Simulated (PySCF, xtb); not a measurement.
FH8NSi3, SMILES N[SiH2][SiH2][SiH2]F. One conformer was computed; it need not be the lowest.

Harmonic wavenumbers (cm⁻¹) from GFN2-xTB (xtb) at its own minimum, in rising order: 8, 20, 80, 136, 170, 229, 326, 392, 407, 442, 502, 548, 568, 595, 606, 624, 695, 732, 789, 798, 825, 827, 851, 882, 1541, 2114, 2124, 2151, 2214, 2251, 2277, 3470, 3500.

**Question.** What does PBE-D3(BJ)/def2-SVP run with PySCF 2.14.0 give at its own minimum? (An estimate is asked for; the answer gives what the named calculation found.)

**Answer.** 51, 62, 110, 151, 197, 281, 315, 385, 418, 435, 482, 542, 618, 627, 676, 743, 758, 803, 822, 856, 874, 894, 901, 925, 1502, 2098, 2141, 2154, 2158, 2161, 2176, 3464, 3556. Paired by order, the mean absolute difference is 41 cm⁻¹ and the zero-point energies are 48.2 and 49.1 kcal/mol.
